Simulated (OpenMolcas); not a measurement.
Ti⁺.

```json
{"Program": "OpenMolcas 26.06", "Basis": "ANO-RCC-VQZP [7s6p4d3f2g1h]", "Scalar Hamiltonian": "DKH4, point nucleus", "Active space": "3 electrons in 6 orbitals (3d 4s)", "State averaging": "2S+1 = 4 even, 20 roots; 2S+1 = 2 even, 52 roots", "Spin-orbit coupling": "state interaction with AMFI integrals over the reference wave functions, term energies averaged over their components"}
```

Two sets of levels on these reference wave functions, in cm-1 above 3d2 4s 4F 3/2: one from CASSCF and one from MS-CASPT2, IPEA 0.25 Eh, imaginary shift 0.1 Eh (closed shells correlated: 3s 3p).

| Level | Set 1 | Set 2 |
| --- | --- | --- |
| 3d2 4s 4F 3/2 | 0.0 | 0.0 |
| 3d2 4s 4F 5/2 | 89.7 | 89.9 |
| 3d2 4s 4F 7/2 | 216 | 216 |
| 3d2 4s 4F 9/2 | 378 | 377 |
| 3d3 4F 3/2 | 1379 | 3910 |
| 3d3 4F 5/2 | 1472 | 4000 |
| 3d3 4F 7/2 | 1598 | 4130 |
| 3d3 4F 9/2 | 1756 | 4290 |
| 3d2 4s 2F 5/2 | 3970 | 8500 |
| 3d2 4s 2F 7/2 | 4220 | 8750 |
| 3d2 4s 4P 1/2 | 10520 | 11940 |
| 3d2 4s 4P 3/2 | 10570 | 11970 |
| 3d2 4s 2D 3/2 | 7520 | 12130 |
| 3d3 2G 7/2 | 8310 | 14280 |
| 3d3 2G 9/2 | 8420 | 14400 |
| 3d3 2P 1/2 | 7930 | 14820 |

Problem. Which set is which?

Solution. Set 1 is MS-CASPT2. Its levels of the other terms of 3d2 4s lie at 0.47 to 0.88 of the other set's values, as expected, since terms of lower spin or lower L gain more correlation energy than the Hund ground term. Against 13 measured levels (NIST Handbook of Basic Atomic Spectroscopic Data) the mean absolute deviation is 560 cm-1 with it and 2900 cm-1 without; single levels miss by up to 1900 cm-1 with it.

CASPT2 does not keep the components of a term degenerate, so their means are used; among the terms shown or strongly mixed into the levels shown the widest spread is 2600 cm-1 (3d2 4s 2F, MS-CASPT2). Over all roots computed the reference weight is 0.88 to 0.93 in MS-CASPT2; the roots of lowest weight are the least certain, and an intruder state may touch them. Configurations are named by rounded mean occupations; where the s occupation lies near a half they are strongly mixed, a name can repeat and a true partner stay unpaired. A single d shell beside an s shell can misplace configurations of different d count against each other. No level of 3d 4s2 was computed, though it lies in the active space. Without dynamic correlation excited terms often stand tens of per cent too high (terms of higher spin than the ground term too low), and those without a measured partner can miss by more than the paired ones (holds for CASSCF). The CASPT2 spread within a term exceeds the gap to the next term for 3d2 4s 4F and 3d3 4F, 3d3 4F and 3d2 4s 2F, 3d3 2P and 3d3 2G, so the order of their levels is uncertain, and so are names and mixing where such terms share a J (holds for MS-CASPT2). Measured partners are found by configuration, term and J. A level has none where our copy of the source lacks it or the pairing is in doubt (some pairs that miss far off the trend of their configuration count as doubtful), and it then counts in no deviation. Levels of configurations outside the active space are missing. The table leaves out levels that lie high or whose names do not pair safely across all columns.
